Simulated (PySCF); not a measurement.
```xyz
3
charge 1 multiplicity 1, angstrom
Cl    0.0000    0.0000   -1.5581
Pd    1.2754    0.0000    0.2574
Pd   -1.2754    0.0000    0.2574
```

These are results of PBE0/[Cl def2-TZVP, Pd def2-TZVP with ECP28], scalar-relativistic core potentials, density fitting, no spin–orbit coupling, PySCF, not measurements.

This geometry of [Pd2Cl]+ is a stationary point at this level.

Question: What is the point group?

Answer: C2v.

Question: Is it a minimum?

Answer: Yes: all harmonic wavenumbers are real.

Question: Which band is strongest in the infrared?

Answer: 379 cm⁻¹ (a1), 6 km/mol.

Question: What are the dipole moment and the gap between the highest occupied and lowest empty levels?

Answer: 1.92 D about the centre of mass and 2.42 eV.

This need not be the most stable arrangement of these atoms. At this level a triplet minimum of C2v symmetry lies 75 kJ/mol below this structure.
